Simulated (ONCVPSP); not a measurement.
## What one change does to a pseudopotential (Ni, ONCV)

```
Element                 : Ni (Z = 28)
Generator               : ONCVPSP 4.0.1
Type                    : optimised norm-conserving Vanderbilt (ONCV)
Functional              : PBE
Relativity              : scalar-relativistic
Frozen core             : [Ne]
Valence charge          : 18
Reference configuration : 3s2 3p6 3d8 (charge +2)
Partial waves           : 3s: rc 0.95 bohr, ncon 4, nbas 8, qcut 15.1 1/bohr, 2 projectors, debl 0.7 Ha; 3p: rc 1.15 bohr, ncon 4, nbas 7, qcut 12.5 1/bohr, 2 projectors, debl 0.7 Ha; 3d: rc 0.90 bohr, ncon 4, nbas 8, qcut 16.4 1/bohr, 2 projectors, debl 1.3 Ha
Local potential         : polynomial inside 0.70 bohr (lpopt 2, dvloc0 -1 Ha)
Core correction         : Teter function, fcfact 4.25, rcfact 1.65
```

In the s channel the program set the typed energies aside and used -4.805, 0.250 Ha. In the p channel the program set the typed energies aside and used -3.348, 0.250 Ha.

All-electron outer shells of the reference configuration (PBE, scalar-relativistic, ld1.x):

```
shell  level (eV)  outermost node (bohr)  outermost maximum (bohr)
   3s     -130.75                   0.30                      0.64
   3p      -91.10                   0.27                      0.65
   3d      -28.37                      –                      0.63
```

Change: all radii but the core radius scaled by about 1.24 (s 1.18, p 1.42, d 1.12 bohr); local potential polynomial inside 0.86 bohr (lpopt 2, dvloc0 -1 Ha).

Cutoffs: the cutoffs (Ha) at which the residual kinetic energy of the hardest occupied pseudo-wave falls to 1 and 0.1 mHa per electron; they do not see the model core or the augmentation charge, which bear on the density cutoff. Errors are all-electron minus pseudo energies relative to the spin-unpolarised reference configuration.

Q: How do hardness, ghosts and transferability respond?

A: The potential gets softer (108 Ha and 122 Ha → 91 Ha and 104 Ha); of the 4 tests that both files solve, the error grows in 2 and shrinks in 0 by more than 15 % and 0.3 meV (median size 2.4 → 3.7 meV); neither file shows a bound ghost. A larger radius leaves more room for a smooth pseudo-wave, so fewer plane waves are needed.

| quantity | base | changed |
| --- | --- | --- |
| cutoff, loose | 108 Ha | 91 Ha |
| cutoff, tight | 122 Ha | 104 Ha |
| loose cutoff by channel | s 72 Ha, p 44 Ha, d 108 Ha | s 66 Ha, p 40 Ha, d 91 Ha |
| bound ghosts | none | none |
| GHOST(+) flags under 300 eV | none | none |
| error for 3s2 3p6 3d8 4s2, meV [ΔE -26.67 eV] | +3.5 | +4.2 |
| error for 3s2 3p6 3d8 4s1, meV [ΔE -17.35 eV] | +1.8 | +2.0 |
| error for 3s2 3p6 3d7, meV [ΔE 37.47 eV] | +2.2 | +6.0 |
| error for 3s2 3p6 3d8 4s1.5, meV [ΔE -22.96 eV] | +2.7 | +3.1 |
| rms error of d²Exc/dni dnj with the model core, mHa | 1.90 | 2.39 |
